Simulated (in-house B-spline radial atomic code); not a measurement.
The numbers below are computed, except where a source is named.
**Sn in an electron gas of r_s = 3.6: phase shifts, screening and friction**

A nucleus sits in a uniform electron gas with a rigid positive background. The Kohn-Sham equations are solved self-consistently in the spin-unpolarised LDA (PW92), non-relativistic, on B-splines with outgoing waves at the boundary and partial waves to l = 8. The model has no lattice, no bands and no magnetic solution. Atomic units; δ_l are the phase shifts at the Fermi level, counted so that each bound state adds π, and good to about 0.0005.

The density parameter is r_s = 3.6 bohr.

| l | δ_l (rad) |
| --- | --- |
| 0 | 13.9293 |
| 1 | 10.9522 |
| 2 | 6.3376 |
| 3 | 0.0092 |
| 4 | 0.0008 |
| 5 | 0.0001 |
| 6 | 0.0002 |
| 7 | 0.0002 |
| 8 | 0.0002 |

Bound levels below the band bottom (hartree): d -17.36, s -4.25, p -2.916, d -0.7098, s -0.1164 and deeper ones.

**Question.** Check the Friedel sum rule, and say where the screening charge sits.

**Answer.** k_F = (9π/4)^(1/3)/r_s = 0.53310. The rule is Z = (2/π) Σ (2l + 1) δ_l. The terms are s 8.868, p 20.917, d 20.173, f 0.041 and 0.011 beyond, in all 50.010 against Z = 50. Bound states hold 10 s, 18 p, 20 d electrons, so the scattering states carry 2.01 in all; where a term is smaller than its bound count, the bound level has drawn weight out of the band.

**Question.** Find the transport cross section and the electronic stopping of a 5 keV Sn ion (mass 118.71 u).

**Answer.** σ_tr = (4π/k_F²) Σ (l + 1) sin²(δ_l − δ_(l+1)). The terms for l = 0 to 3 are 0.0268, 1.9809, 0.0061, 0.0003, all together 2.0142, so σ_tr = 44.217 × 2.0142 = 89.061 bohr². With n = 3/(4π r_s³) = 0.005117, the friction coefficient is Q = n k_F σ_tr = 0.2429. For v well below v_F = 0.533, dE/dx = Q v; with 24801 eV per u at v = 1, v = √(5000/(24801 × 118.71)) = 0.0412, so dE/dx = 0.01001 hartree/bohr = 5.15 eV/nm. The largest term couples the p and d waves.
